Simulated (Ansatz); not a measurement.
`B[CH](Cl)[GeH3]` → `C[B](Cl)[GeH3]`  (isomerisation)

Program: Ansatz. Geometries: PBE0-D4/def2-TZVP. ΔE: electronic, gas phase. CCSD(T)/CBS adds triple-zeta CCSD(T) − MP2 to the extrapolated MP2 energy (def2 sets, frozen cores). DFT in def2-TZVPP. For Ge outer-core shells are correlated without core-valence functions, which leaves a few kJ/mol of doubt a bond. Scalar relativity is left out up to krypton.

`B[CH](Cl)[GeH3]`:

Z-matrix (Å, degrees):
```
C
Cl 1 1.781
Ge 1 2.020 2 107.8
B 1 1.520 2 118.2 3 111.5
H 1 1.090 2 108.7 3 -111.4
H 3 1.535 1 109.5 2 -163.6
H 3 1.531 1 105.0 2 -44.0
H 3 1.534 1 109.9 2 74.9
H 4 1.198 1 117.4 2 168.6
H 4 1.193 1 121.7 2 -17.4
```

`C[B](Cl)[GeH3]`:

```xyz
10

C    -0.453    1.260   -0.890
B    -0.653   -0.117   -0.205
Cl   -2.176   -0.972   -0.388
Ge    0.805   -1.053    0.934
H    -0.040    1.988   -0.184
H    -1.350    1.671   -1.357
H     0.321    1.148   -1.661
H     0.352   -1.128    2.405
H     2.149   -0.302    0.895
H     1.044   -2.495    0.452
```

```json
{"level": "ωB97M-V", "ΔE (eV)": "-1.73"}
{"level": "CCSD/def2-TZVPP", "ΔE (eV)": "-1.75"}
{"level": "HF/CBS(def2)", "ΔE (eV)": "-1.72"}
{"level": "MP2/CBS(def2)", "ΔE (eV)": "-1.71"}
```

Problem. What does CCSD(T)/CBS give? (An estimate is asked.)

Solution. Ansatz gave: -1.73 eV. The listed levels differ from it by 0.00, -0.02, 0.01, 0.02 eV.

Largest T1 diagnostic among the species: 0.012.
